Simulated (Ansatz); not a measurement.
`[F][In]([SH])[SH]`, relaxed with RKS PBE0-D4/def2-TZVP in Ansatz from a GFN2-xTB geometry. The force threshold is 0.005 eV/Å; the program also tests the step.

Total charge 0; spin multiplicity 1. In takes the def2 core potential.

Start:

```xyz
6

F    -1.578   -0.482   -0.602
In    0.215    0.059    0.080
S     1.519    0.926   -1.771
S     0.305   -0.386    2.461
H     0.460    0.776   -2.558
H    -0.921   -0.893    2.391
```

Task: By how much does the energy fall, and how many steps does the optimiser take? (Best estimate.)

Result: Ansatz gave: 10.47 kJ/mol, in 6 steps, 1 of them rejected.

Task: Which bonds change most? (Estimate.)

Result: Ansatz gave: In2–S3 from 2.424 to 2.355 Å; In2–S4 from 2.424 to 2.355 Å; F1–In2 from 1.993 to 1.950 Å; S3–H5 from 1.328 to 1.345 Å.

Task: Give the relaxed structure. (Best estimate.)

Result: Ansatz gave: 
```xyz
6

F    -1.674   -0.502   -0.636
In    0.082    0.025    0.031
S     1.503    0.927   -1.616
S     0.388   -0.360    2.334
H     0.557    0.771   -2.559
H    -0.856   -0.861    2.446
```
